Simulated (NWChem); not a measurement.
## Polarisability of HCl3Si

SMILES: Cl[SiH](Cl)Cl
```xyz
5

Si     0.0325     0.5070     0.0000
Cl    -0.9793    -0.1159     1.6799
Cl    -0.9793    -0.1159    -1.6799
Cl     1.9245    -0.3021     0.0000
H      0.1268     1.9789     0.0000
```
Charge 0, spin multiplicity 1.

The numbers come from NWChem runs, not from measurements. Structure: optimised with B3LYP/def2-SVP, a minimum by its harmonic frequencies.

Basis set: 6-31G*. Static limit. This basis has no diffuse functions, which lowers polarisabilities.

The correlated methods keep 20 core orbitals frozen. B3LYP has NWChem's definition, with VWN1-RPA local correlation. The Pople sets run with spherical d functions. The structure started from a generated list of species. Coupled-cluster values serve here as a point of comparison, not as the truth.

| method | isotropic polarisability (bohr³) |
|---|---|
| PBE | … |
| CCSD linear response | 47.08 |
| B3LYP | 48.00 |
| HF | … |
| BHandHLYP | … |

**Question.** What belongs in the gaps?

**Answer.** 
- PBE, isotropic polarisability (bohr³): 49.72
- HF, isotropic polarisability (bohr³): 43.71
- BHandHLYP, isotropic polarisability (bohr³): 46.08
